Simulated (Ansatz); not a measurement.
`FC[SiH2][AlH][Cl]` at its PBE0-D4/def2-TZVP geometry, where that method's forces vanish. Total charge 0; spin multiplicity 1.

| atom | x (Å) | y (Å) | z (Å) |
| --- | --- | --- | --- |
| F1 | -1.0244 | -0.6334 | -0.7967 |
| C2 | -0.0057 | -1.2779 | 0.0721 |
| Si3 | 0.8267 | 0.2362 | 0.9258 |
| Al4 | -0.7037 | 1.3562 | -0.6161 |
| Cl5 | 0.1400 | 1.8647 | -2.4884 |
| H6 | -0.5902 | -1.9508 | 0.6967 |
| H7 | 0.6093 | -1.8439 | -0.6253 |
| H8 | 0.5730 | 0.1364 | 2.3891 |
| H9 | 2.2932 | 0.1610 | 0.6932 |
| H10 | -2.1182 | 1.9515 | -0.2504 |

Question: For each bond, give half the difference of the two atoms' forces along it (eV/Å; positive pushes the atoms apart) under PBE-D4, r2SCAN-D4, B3LYP-D4, ωB97M-V in def2-TZVPP. (Estimate.)

Answer: The calculation gave: 
| bond | length (Å) | PBE-D4 | r2SCAN-D4 | B3LYP-D4 | ωB97M-V |
| --- | --- | --- | --- | --- | --- |
| F1–C2 | 1.486 | 0.47 | 0.45 | 0.43 | 0.27 |
| F1–Al4 | 2.023 | 0.09 | -0.08 | -0.01 | -0.06 |
| C2–Si3 | 1.927 | -0.06 | -0.03 | 0.12 | 0.07 |
| C2–H6 | 1.088 | 0.11 | -0.05 | -0.15 | -0.12 |
| C2–H7 | 1.089 | 0.11 | -0.05 | -0.14 | -0.11 |
| Si3–Al4 | 2.444 | -0.01 | 0.03 | 0.10 | 0.04 |
| Si3–H8 | 1.488 | 0.07 | -0.03 | -0.09 | -0.10 |
| Si3–H9 | 1.487 | 0.07 | -0.03 | -0.09 | -0.10 |
| Al4–Cl5 | 2.116 | 0.14 | 0.03 | 0.14 | 0.09 |
| Al4–H10 | 1.578 | 0.02 | -0.03 | -0.16 | -0.17 |

B3LYP here is the variant with VWN-RPA as its local correlation; programs differ in this.

All numbers were calculated with Ansatz.
